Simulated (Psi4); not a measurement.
CH7ClFNSi2, singlet, geometry from GFN2-xTB; R2SCAN/def2-TZVPD run with Psi4.

The Psi4 input:
```
memory 2 GB

molecule {
0 1
Si    1.91028181   -0.58235899    0.04632202
F     2.75325547    0.29841247    1.10218765
N     0.36866231    0.15853282   -0.20884939
C     0.36869105    1.41767983   -0.94236589
Si   -1.08082042   -0.27570037    0.63454463
Cl   -2.61143844   -0.12389806   -0.65890929
H     1.72417237   -1.87084046    0.67658583
H     2.67695370   -0.51753775   -1.18560574
H     0.61138355    2.25589901   -0.28455571
H    -0.60920569    1.59775212   -1.38616273
H     1.10818912    1.38688125   -1.74151719
H    -1.36427527    0.63044721    1.74761986
H    -0.93730555   -1.66502435    1.03941275
}

set {
  basis def2-tzvpd
}

energy('r2scan')
print_variables()
```

Task: Predict the main parts of the log of this Psi4 run.

Result: 
```
   => Loading Basis Set <=

    Name: DEF2-TZVPD
    Role: ORBITAL
    Keyword: BASIS

         ---------------------------------------------------------
                                   SCF
               by Justin Turney, Rob Parrish, Andy Simmonett
                          and Daniel G. A. Smith
                              RKS Reference
         ---------------------------------------------------------

  ==> Geometry <==

    Molecular point group: c1
    Full point group: C1

    Geometry (in Angstrom), charge = 0, multiplicity = 1:

       Center              X                  Y                   Z               Mass
    ------------   -----------------  -----------------  -----------------  -----------------
         SI           1.931152294920    -0.571132359925     0.035334128458    27.976926534650
         F            2.774125954920     0.309639100075     1.091199758458    18.998403162730
         N            0.389532794920     0.169759450075    -0.219837281542    14.003074004430
         C            0.389561534920     1.428906460075    -0.953353781542    12.000000000000
         SI          -1.059949935080    -0.264473739925     0.623556738458    27.976926534650
         CL          -2.590567955080    -0.112671429925    -0.669897181542    34.968852682000
         H            1.745042854920    -1.859613829925     0.665597938458     1.007825032230
         H            2.697824184920    -0.506311119925    -1.196593631542     1.007825032230
         H            0.632254034920     2.267125640075    -0.295543601542     1.007825032230
         H           -0.588335205080     1.608978750075    -1.397150621542     1.007825032230
         H            1.129059604920     1.398107880075    -1.752505081542     1.007825032230
         H           -1.343404785080     0.641673840075     1.736631968458     1.007825032230
         H           -0.916435065080    -1.653797719925     1.028424858458     1.007825032230

  Running in c1 symmetry.

  Rotational constants: A =      0.15290  B =      0.02874  C =      0.02682 [cm^-1]
  Rotational constants: A =   4583.91673  B =    861.71173  C =    804.17697 [MHz]
  Nuclear repulsion =  459.473265470579690

  Charge       = 0
  Multiplicity = 1
  Electrons    = 74
  Nalpha       = 37
  Nbeta        = 37

  ==> Algorithm <==

  SCF Algorithm Type is DF.
  DIIS enabled.
  MOM disabled.
  Fractional occupation disabled.
  Guess Type is SAD.
  Energy threshold   = 1.00e-06
  Density threshold  = 1.00e-06
  Integral threshold = 1.00e-12

  ==> Primary Basis <==

  Basis Set: DEF2-TZVPD
    Blend: DEF2-TZVPD
    Number of shells: 121
    Number of basis functions: 309
    Number of Cartesian functions: 345
    Spherical Harmonics?: true
    Max angular momentum: 3

  ==> DFT Potential <==

   => LibXC <=

    Version 7.1.2
    S. Lehtola, C. Steigemann, M. J. T. Oliveira, and M. A. L. Marques,  SoftwareX 7, 1–5 (2018) (10.1016/j.softx.2017.11.002)

   => Composite Functional: R2SCAN <=

    r2SCAN Meta-GGA XC Functional  (0.1021/acs.jpclett.0c02405)
    J. W. Furness, A. D. Kaplan, J. Ning, J. P. Perdew, J. Sun  J. Phys. Chem. Lett.  11, 8208–8215, 2020

    Deriv               =              1
    GGA                 =           TRUE
    Meta                =           TRUE

    Exchange Hybrid     =          FALSE
    MP2 Hybrid          =          FALSE

   => Exchange Functionals <=

    1.0000   XC_MGGA_X_R2SCAN

   => Correlation Functionals <=

    1.0000   XC_MGGA_C_R2SCAN

   => LibXC Density Thresholds  <==

    XC_MGGA_C_R2SCAN:  1.00E-15
    XC_MGGA_X_R2SCAN:  1.00E-11

   => Molecular Quadrature <=

    Radial Scheme          =       TREUTLER
    Pruning Scheme         =           NONE
    Nuclear Scheme         =       TREUTLER

    Blocking Scheme        =         OCTREE
    BS radius alpha        =              1
    Pruning alpha          =              1
    Radial Points          =             75
    Spherical Points       =            302
    Total Points           =         278481
    Total Blocks           =           2106
    Max Points             =            256
    Max Functions          =            282
    Weights Tolerance      =       1.00E-15

   => Loading Basis Set <=

    Name: (DEF2-TZVPD AUX)
    Role: JKFIT
    Keyword: DF_BASIS_SCF

  ==> Integral Setup <==

  SCF_SUBTYPE=INCORE selected. In-core MEM_DF algorithm will be used.
  Using in-core AOs.

  ==> MemDFJK: Density-Fitted J/K Matrices <==

    J tasked:                   Yes
    K tasked:                    No
    wK tasked:                   No
    Algorithm:                 Core
    Schwarz Cutoff:           1E-12
    Mask sparsity (%):       5.1047
    Fitting Condition:        1E-10

   => Auxiliary Basis Set <=

  Basis Set: (DEF2-TZVPD AUX)
    Blend: DEF2-UNIVERSAL-JKFIT
    Number of shells: 231
    Number of basis functions: 739
    Number of Cartesian functions: 880
    Spherical Harmonics?: true
    Max angular momentum: 4

  Minimum eigenvalue in the overlap matrix is 2.1892623346E-05.
  Reciprocal condition number of the overlap matrix is 1.6541309324E-06.
    Using symmetric orthogonalization.

  ==> Pre-Iterations <==

  SCF Guess: Superposition of Atomic Densities via on-the-fly atomic UHF (no occupation information).

   -------------------------
    Irrep   Nso     Nmo
   -------------------------
     A        309     309
   -------------------------
    Total     309     309
   -------------------------

  ==> Iterations <==

                           Total Energy        Delta E     RMS |[F,P]|

   @DF-RKS iter SAD: -1235.77097595887199   -1.23577e+03   0.00000e+00
   @DF-RKS iter   1: -1235.69879738934219    7.21786e-02   3.54569e-03 DIIS/ADIIS
   @DF-RKS iter   2: -1233.99944570174807    1.69935e+00   6.35395e-03 DIIS/ADIIS
   @DF-RKS iter   3: -1236.13286096663069   -2.13342e+00   1.21413e-03 DIIS/ADIIS
   @DF-RKS iter   4: -1236.18459217213831   -5.17312e-02   5.71606e-04 DIIS/ADIIS
   @DF-RKS iter   5: -1236.19387384836136   -9.28168e-03   2.45912e-04 DIIS/ADIIS
   @DF-RKS iter   6: -1236.19563867598072   -1.76483e-03   5.51061e-05 DIIS
   @DF-RKS iter   7: -1236.19575326785389   -1.14592e-04   1.41442e-05 DIIS
   @DF-RKS iter   8: -1236.19576038480704   -7.11695e-06   4.13423e-06 DIIS
   @DF-RKS iter   9: -1236.19576120489887   -8.20092e-07   7.42957e-07 DIIS
  Energy and wave function converged.

  ==> Post-Iterations <==

   Electrons on quadrature grid:
      Ntotal   =   74.0000657760 ; deviation = 6.578e-05

    Orbital Energies [Eh]
    ---------------------

    Doubly Occupied:

[...]
      37A     -0.243792

    Virtual:

[...]
    Final Occupation by Irrep:
              A
    DOCC [    37 ]
    NA   [    37 ]
    NB   [    37 ]

  @DF-RKS Final Energy: -1236.19576120489887

   => Energetics <=

    Nuclear Repulsion Energy =            459.4732654705796904
    One-Electron Energy =               -2623.4287603377483720
    Two-Electron Energy =                1023.3609432755456510
    DFT Exchange-Correlation Energy =     -95.6012096132761684
    Empirical Dispersion Energy =           0.0000000000000000
    VV10 Nonlocal Energy =                  0.0000000000000000
    Total Energy =                      -1236.1957612048988722

Computation Completed

Properties will be evaluated at   0.000000,   0.000000,   0.000000 [a0]

Properties computed using the SCF density matrix

 Multipole Moments:

 ------------------------------------------------------------------------------------
     Multipole            Electronic (a.u.)      Nuclear  (a.u.)        Total (a.u.)
 ------------------------------------------------------------------------------------

 L = 1.  Multiply by 2.5417464519 to convert [e a0] to [Debye]
 Dipole X            :         -2.8937245            2.9185229            0.0247984
 Dipole Y            :         -1.5851846            1.5699288           -0.0152558
 Dipole Z            :          1.2743571           -1.5365438           -0.2621866
 Magnitude           :                                                    0.2637983

 ------------------------------------------------------------------------------------

  Variable Map:
  ----------------------------------------------------------------------------
[...]
  Array Variable Map:
  ----------------------------------------------------------------------------
[...]
[...]
```
